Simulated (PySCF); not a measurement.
# How the method moves the HOMO and LUMO of `C#C[Si@]1(F)C=C[SiH2]1`

C4H5FSi2.
Numbering: `[CH:1]#[C:2][Si@:3]1([F:4])[CH:5]=[CH:6][SiH2:7]1` (hydrogens: H8 on C1; H9 on C5; H10 on C6; H11, H12 on Si7)

Cartesian coordinates in Å at the PBE0-D3(BJ)/def2-SVP level; atoms count from 1:
```
atom  x, y, z in Å
C1     0.972   -2.896    0.997
C2     0.269   -1.925    0.789
Si3   -0.701   -0.410    0.471
F4    -2.183   -0.664    1.099
C5    -0.669    0.184   -1.300
C6    -0.021    1.374   -1.215
Si7    0.302    1.687    0.629
H8     1.586   -3.761    1.178
H9    -1.006   -0.260   -2.245
H10    0.232    1.978   -2.097
H11   -0.475    2.825    1.207
H12    1.737    1.839    1.021
```

Basis pcSseg-1 throughout (PySCF), one geometry. Isolated species at its PBE0-D3(BJ)/def2-SVP geometry, gas phase.

Problem. How do the orbital energies, the gap and the dipole change with the method?

Solution. 
```
   method                    kind  HOMO (eV)  LUMO (eV)  gap (eV)  μ (D)  SCF cycles
      KT2                     GGA      -6.73      -2.19      4.54   1.95          17
      LDA                     LDA      -6.80      -2.44      4.36   2.01          15
    B3LYP           global hybrid      -7.59      -1.38      6.21   1.99          14
 mPW1PW91           global hybrid      -7.85      -1.23      6.62   2.06          14
BHandHLYP           global hybrid      -8.83      -0.07      8.76   2.13          13
CAM-B3LYP  range-separated hybrid      -9.07      -0.01      9.07   2.02          13
  wB97X-D  range-separated hybrid      -9.62       0.58     10.20   2.08          13
       HF            Hartree–Fock     -10.40       2.60     13.00   2.26          12
```

The HOMO spans 3.67 eV, from KT2 down to HF, and the gap runs from 4.36 eV (LDA) to 13.00 eV (HF). Over the methods KT2 (0 %), LDA (0 %), B3LYP (20 %), mPW1PW91 (25 %), BHandHLYP (50 %), HF (100 %), a straight line through the gap against the share of exact exchange rises by 0.85 eV for each 10 % (correlation coefficient 1.000). The dipole ranges from 1.95 D (KT2) to 2.26 D (HF). This basis has no diffuse functions.
